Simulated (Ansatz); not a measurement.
Steps of a relaxation of CH8OSi3 with RKS PBE0-D4/def2-TZVP.

```sh
$ ansatz run in.yaml --threads 4 --pin off --events-out ev --progress --plain --max-ram 10444MiB
```

```yaml
crystal:
  periodic: [false, false, false]
  atoms:
    - {symbol: Si, position_ang: [-1.128363, -1.315270, -0.616046]}
    - {symbol: C, position_ang: [-0.275527, -0.581723, 0.924037]}
    - {symbol: Si, position_ang: [1.231716, 0.428669, 0.464902]}
    - {symbol: O, position_ang: [1.345191, 0.777112, -1.175530]}
    - {symbol: Si, position_ang: [0.891756, 2.479238, -0.989089]}
    - {symbol: H, position_ang: [-1.652484, -0.223392, -1.501307]}
    - {symbol: H, position_ang: [-0.165148, -2.180339, -1.379435]}
    - {symbol: H, position_ang: [-2.283364, -2.171226, -0.165140]}
    - {symbol: H, position_ang: [0.019242, -1.405634, 1.608626]}
    - {symbol: H, position_ang: [-1.010231, 0.052687, 1.462876]}
    - {symbol: H, position_ang: [2.527641, -0.065003, 1.031708]}
    - {symbol: H, position_ang: [-0.612523, 2.238914, -0.607742]}
    - {symbol: H, position_ang: [1.132594, 1.931266, 0.956740]}
basis:
  gaussian: {orbitals: def2-TZVP}
hamiltonian: {xc: pbe0, dispersion: d4}
relax: {f_tol: 0.005, max_steps: 150}
```

Positions (Å) and forces (eV/Å) along the path, 12 of 43 steps:

```xyz
13
step=1 energy=-26836.4721 eV
Si   -1.128   -1.315   -0.616   -0.001   -0.003    0.073
C    -0.276   -0.582    0.924   -0.011   -0.001    0.192
Si    1.232    0.429    0.465   -0.026    0.212   -0.897
O     1.345    0.777   -1.176   -0.341    0.655    1.266
Si    0.892    2.479   -0.989   -0.007   -0.944    0.026
H    -1.652   -0.223   -1.501    0.127   -0.233    0.193
H    -0.165   -2.180   -1.379   -0.198    0.193    0.167
H    -2.283   -2.171   -0.165    0.250    0.184   -0.096
H     0.019   -1.406    1.609   -0.139    0.390   -0.337
H    -1.010    0.053    1.463    0.357   -0.298   -0.268
H     2.528   -0.065    1.032   -0.298    0.082   -0.129
H    -0.613    2.239   -0.608    0.326    0.014   -0.057
H     1.133    1.931    0.957   -0.040   -0.251   -0.132
13
step=3 energy=-26836.5579 eV
Si   -1.120   -1.308   -0.602    0.020    0.002    0.052
C    -0.271   -0.574    0.908    0.025    0.012   -0.083
Si    1.213    0.426    0.448    0.005   -0.064   -0.006
O     1.340    0.791   -1.145   -0.140    0.153   -0.004
Si    0.885    2.449   -0.974    0.202    0.006   -0.101
H    -1.630   -0.234   -1.480   -0.026    0.050   -0.051
H    -0.166   -2.158   -1.352    0.045   -0.048   -0.044
H    -2.258   -2.151   -0.159   -0.054   -0.039    0.018
H     0.024   -1.380    1.582    0.030   -0.080    0.066
H    -0.992    0.051    1.436   -0.070    0.060    0.053
H     2.484   -0.075    1.007    0.061   -0.035    0.035
H    -0.595    2.232   -0.606   -0.054   -0.085    0.035
H     1.107    1.896    0.950   -0.044    0.069    0.031
13
step=10 energy=-26836.6532 eV
Si   -1.108   -1.558   -0.572    0.115    0.168    0.029
C    -0.345   -0.512    0.795   -0.210    0.012    0.217
Si    1.174    0.502    0.467    0.644   -0.275    0.011
O     1.263    1.160   -1.080   -0.099    0.400    0.799
Si    0.965    2.789   -1.298   -0.708   -0.305    0.130
H    -1.672   -0.678   -1.635    0.045   -0.051    0.069
H    -0.116   -2.478   -1.185    0.045    0.017    0.003
H    -2.207   -2.380   -0.001   -0.038   -0.010    0.001
H    -0.072   -1.168    1.646   -0.142    0.196   -0.292
H    -1.138    0.162    1.156    0.115   -0.142   -0.040
H     2.391   -0.403    0.629   -0.486    0.467   -0.103
H    -0.384    2.898   -0.401    0.727   -0.074   -0.336
H     1.268    1.631    1.494   -0.009   -0.403   -0.487
13
step=11 energy=-26836.7915 eV
Si   -1.075   -1.528   -0.579    0.065    0.201    0.133
C    -0.370   -0.456    0.801   -0.002   -0.261    0.229
Si    1.214    0.459    0.489    0.070    0.057    0.012
O     1.235    1.153   -1.031    0.089    0.215    0.398
Si    0.793    2.712   -1.365   -0.410   -0.049   -0.039
H    -1.614   -0.659   -1.658    0.012   -0.026   -0.012
H    -0.043   -2.429   -1.153    0.041    0.000    0.001
H    -2.182   -2.360   -0.040   -0.019   -0.021   -0.020
H    -0.139   -1.109    1.663   -0.164    0.095   -0.168
H    -1.161    0.234    1.130    0.172   -0.054   -0.074
H     2.395   -0.469    0.573   -0.297    0.210   -0.029
H    -0.400    2.851   -0.325    0.402   -0.070   -0.179
H     1.368    1.566    1.508    0.040   -0.299   -0.252
13
step=13 energy=-26836.9078 eV
Si   -1.033   -1.457   -0.568    0.058   -0.213   -0.104
C    -0.358   -0.453    0.857   -0.218    0.006   -0.044
Si    1.243    0.424    0.513    0.100    0.075    0.144
O     1.226    1.193   -0.965   -0.075   -0.100    0.178
Si    0.477    2.548   -1.524   -0.014    0.001   -0.169
H    -1.488   -0.595   -1.691    0.002    0.078    0.048
H     0.040   -2.346   -1.084    0.006   -0.051   -0.044
H    -2.177   -2.310   -0.143    0.010    0.057    0.018
H    -0.258   -1.122    1.727    0.120    0.168   -0.145
H    -1.104    0.303    1.118   -0.047    0.036    0.081
H     2.372   -0.538    0.494    0.007    0.002   -0.019
H    -0.389    2.853   -0.276   -0.007   -0.015    0.080
H     1.471    1.463    1.556    0.060   -0.044   -0.023
13
step=15 energy=-26836.9318 eV
Si   -1.009   -1.428   -0.591    0.002   -0.038    0.086
C    -0.364   -0.440    0.865    0.014    0.042   -0.018
Si    1.251    0.428    0.549    0.051   -0.119    0.175
O     1.211    1.163   -0.933    0.000    0.127   -0.147
Si    0.374    2.424   -1.583   -0.036   -0.006    0.048
H    -1.452   -0.506   -1.673    0.017   -0.001   -0.009
H     0.049   -2.329   -1.122   -0.009    0.034   -0.020
H    -2.170   -2.262   -0.181   -0.014    0.012   -0.021
H    -0.228   -1.107    1.724   -0.008   -0.017   -0.008
H    -1.119    0.302    1.148    0.003   -0.015    0.004
H     2.367   -0.551    0.519   -0.020   -0.004    0.001
H    -0.419    2.819   -0.300    0.020   -0.015   -0.062
H     1.529    1.453    1.592   -0.020   -0.001   -0.028
13
step=17 energy=-26836.9486 eV
Si   -1.000   -1.329   -0.596   -0.015    0.041    0.003
C    -0.324   -0.435    0.906   -0.052   -0.073    0.034
Si    1.301    0.421    0.600   -0.061    0.034   -0.107
O     1.266    1.150   -0.890   -0.233    0.262   -0.156
Si    0.256    2.222   -1.661    0.219   -0.264    0.204
H    -1.372   -0.332   -1.646    0.007    0.005    0.025
H     0.024   -2.240   -1.170   -0.003   -0.002   -0.003
H    -2.216   -2.121   -0.260    0.032    0.037   -0.007
H    -0.193   -1.160    1.720    0.009    0.029   -0.023
H    -1.068    0.297    1.240    0.026   -0.015   -0.007
H     2.406   -0.565    0.575    0.028   -0.027    0.021
H    -0.625    2.604   -0.434    0.016   -0.060   -0.038
H     1.566    1.454    1.630    0.026    0.031    0.053
13
step=18 energy=-26836.9659 eV
Si   -0.998   -1.274   -0.601   -0.007    0.053    0.034
C    -0.306   -0.434    0.926   -0.078   -0.103    0.051
Si    1.318    0.424    0.621   -0.049    0.060   -0.160
O     1.289    1.138   -0.880   -0.253    0.251   -0.108
Si    0.223    2.126   -1.692    0.217   -0.308    0.242
H    -1.338   -0.237   -1.627    0.013    0.008    0.023
H     0.006   -2.192   -1.200   -0.010    0.008    0.000
H    -2.236   -2.043   -0.294    0.041    0.050   -0.016
H    -0.167   -1.186    1.715   -0.001    0.055   -0.059
H    -1.046    0.288    1.289    0.039   -0.030   -0.018
H     2.424   -0.563    0.612    0.027   -0.016    0.018
H    -0.725    2.450   -0.499    0.037   -0.054   -0.044
H     1.576    1.467    1.644    0.024    0.025    0.036
13
step=22 energy=-26837.0668 eV
Si   -0.957   -1.101   -0.591   -0.075   -0.176    0.090
C    -0.236   -0.456    1.001   -0.104   -0.068   -0.042
Si    1.365    0.457    0.667    0.067    0.078   -0.028
O     1.261    1.085   -0.854   -0.032    0.005    0.020
Si   -0.044    1.644   -1.744    0.109    0.061   -0.043
H    -1.027   -0.027   -1.662    0.006    0.308   -0.108
H    -0.080   -2.098   -1.258   -0.035   -0.057    0.108
H    -2.357   -1.597   -0.491    0.093   -0.015    0.053
H    -0.067   -1.289    1.692    0.012    0.004   -0.025
H    -0.966    0.220    1.456    0.025   -0.022    0.001
H     2.508   -0.494    0.708   -0.034    0.040    0.005
H    -0.960    2.079   -0.572   -0.022   -0.113    0.005
H     1.580    1.541    1.664   -0.010   -0.045   -0.036
13
step=25 energy=-26837.0858 eV rejected
Si   -1.005   -1.114   -0.597    0.143    0.331   -0.041
C    -0.190   -0.484    0.960   -0.089   -0.219    0.130
Si    1.372    0.521    0.683    0.060    0.086   -0.182
O     1.297    1.224   -0.806   -0.145   -0.004   -0.004
Si   -0.016    1.668   -1.746    0.125   -0.102    0.002
H    -0.822   -0.084   -1.723   -0.008    0.001   -0.123
H    -0.331   -2.311   -1.166   -0.022   -0.010    0.088
H    -2.471   -1.323   -0.505    0.027   -0.029    0.066
H     0.069   -1.352    1.578   -0.016    0.033    0.037
H    -0.917    0.115    1.521    0.061   -0.052   -0.106
H     2.565   -0.366    0.713   -0.038   -0.015    0.019
H    -1.050    1.901   -0.622   -0.050    0.016    0.081
H     1.520    1.571    1.724   -0.047   -0.037    0.034
13
step=27 energy=-26837.1034 eV
Si   -0.983   -1.075   -0.606   -0.037   -0.011   -0.025
C    -0.191   -0.477    0.967    0.004   -0.013    0.035
Si    1.378    0.512    0.675    0.020    0.021   -0.010
O     1.281    1.219   -0.809   -0.069    0.000    0.017
Si   -0.050    1.655   -1.727    0.032   -0.016   -0.001
H    -0.800   -0.085   -1.782    0.016   -0.019    0.010
H    -0.303   -2.289   -1.134   -0.041    0.042    0.025
H    -2.448   -1.305   -0.504    0.070    0.025   -0.005
H     0.037   -1.341    1.602   -0.002    0.011   -0.018
H    -0.914    0.150    1.498    0.011   -0.018   -0.020
H     2.557   -0.392    0.692   -0.002    0.007   -0.003
H    -1.080    1.844   -0.583   -0.002   -0.016   -0.002
H     1.536    1.550    1.727    0.000   -0.012   -0.001
13
step=43 energy=-26837.1454 eV
Si   -0.974   -0.967   -0.604    0.002    0.000    0.001
C    -0.151   -0.470    0.994   -0.001    0.001    0.000
Si    1.390    0.563    0.706    0.000    0.002   -0.003
O     1.151    1.448   -0.659   -0.001   -0.002    0.003
Si   -0.135    1.548   -1.720    0.000    0.001    0.000
H    -0.403   -0.227   -1.878   -0.001    0.000    0.000
H    -0.549   -2.341   -0.992    0.000    0.000    0.000
H    -2.452   -0.892   -0.638    0.000    0.001    0.000
H     0.103   -1.366    1.567   -0.001    0.001   -0.001
H    -0.866    0.121    1.574    0.001   -0.002   -0.001
H     2.564   -0.328    0.510    0.000    0.000    0.000
H    -1.305    1.412   -0.702    0.000    0.000   -0.001
H     1.647    1.464    1.858    0.000    0.000    0.000
```

Run time 5.4 min (4 threads of an Arm Neoverse N1 on a shared host); peak host memory 0.72 GiB.
